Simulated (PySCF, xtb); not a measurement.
B₃Cl₃H₃N₃, SMILES ClB1NB(Cl)NB(Cl)N1.

Geometry optimised at B3LYP-D3(BJ)/def2-SVP.

Method: PySCF 2.14.0 with IEF-PCM-ωB97X/def2-SVP.

The values are the electrostatic part of the solvation free energy, E(continuum) − E(gas) at the gas-phase geometry, in a cavity of scaled van der Waals radii (PySCF's table); cavitation and dispersion terms are not included. In vacuum the orbital gap is 13.36 eV. The dipole moment in vacuum is 0.00 D.

Question: Estimate the values in water (ε = 78.36), chloroform (ε = 4.71), dimethylsulfoxide (ε = 46.83). (An estimate is asked for; the answer gives what the named calculation found.)

Answer: 
```tsv
solvent	ε	ΔG(elec) (kcal/mol)	dipole (D)	gap (eV)
water	78.36	-5.1	0.01	13.34
chloroform	4.71	-3.7	0.00	13.35
dimethylsulfoxide	46.83	-5.0	0.01	13.34
```

For comparison, GFN2-xTB/ALPB(water) (xtb, at the GFN2-xTB geometry, all terms of that model) gives -7.8 kcal/mol.
